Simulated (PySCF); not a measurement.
Species: ethylbenzene, C8H10.
Numbering: `[CH3:1][CH2:2][c:3]1[cH:4][cH:5][cH:6][cH:7][cH:8]1` (hydrogens: H9, H10, H11 on C1; H12, H13 on C2; H14 on C4; H15 on C5; H16 on C6; H17 on C7; H18 on C8)

Geometry (GFN2-xTB, Å), atoms numbered from 1 in this order:
```
atom  x, y, z in Å
C1    -2.3883   -0.4635   -0.6435
C2    -1.6556    0.1396    0.5566
C3    -0.1724    0.1466    0.3164
C4     0.6075   -0.9452    0.6756
C5     1.9666   -0.9581    0.4177
C6     2.5650    0.1229   -0.2062
C7     1.7966    1.2149   -0.5712
C8     0.4377    1.2246   -0.3119
H9    -3.4622   -0.4692   -0.4712
H10   -2.1832    0.1151   -1.5416
H11   -2.0577   -1.4857   -0.8136
H12   -1.8842   -0.4470    1.4491
H13   -2.0100    1.1598    0.7182
H14    0.1448   -1.7911    1.1647
H15    2.5608   -1.8138    0.7044
H16    3.6265    0.1145   -0.4059
H17    2.2578    2.0613   -1.0595
H18   -0.1584    2.0806   -0.5966
```

A PySCF run (density fitting, gas phase, GFN2-xTB geometry) gave HOMO -6.77 eV, LUMO -0.27 eV, dipole 0.38 D.

Question: Which of these levels was it?
A. B3LYP/pcSseg-1
B. revPBE/pcseg-1
C. B97-D/cc-pVDZ
D. revPBE/IGLO-II
E. wB97X-D/def2-SVPD

Answer: A. It is B3LYP/pcSseg-1. All candidates on this geometry:

| level and settings | kind | basis functions | SCF cycles | E (Eh) | HOMO (eV) | LUMO (eV) | dipole (D) |
| --- | --- | --- | --- | --- | --- | --- | --- |
| revPBE/IGLO-II, grid level 3 | GGA | 236 | 15 | -310.8590 | -5.90 | -0.88 | 0.38 |
| revPBE/pcseg-1 | GGA | 162 | 14 | -310.7236 | -5.97 | -0.94 | 0.43 |
| B97-D/cc-pVDZ, grid level 1 | GGA | 162 | 11 | -310.6406 | -5.75 | -0.70 | 0.37 |
| B3LYP/pcSseg-1 | global hybrid | 186 | 13 | -310.8485 | -6.77 | -0.27 | 0.38 |
| wB97X-D/def2-SVPD | range-separated hybrid | 240 | 11 | -310.5561 | -8.74 | 1.60 | 0.41 |

The nearest other candidate, by the summed differences of HOMO and LUMO, is B97-D/cc-pVDZ: its HOMO differs by +1.02 eV and its LUMO by -0.43 eV. B97-D and wB97X-D ran without the empirical dispersion term, which would shift the total energy alone. Cycle counts include a coarse-grid stage where the run had one.
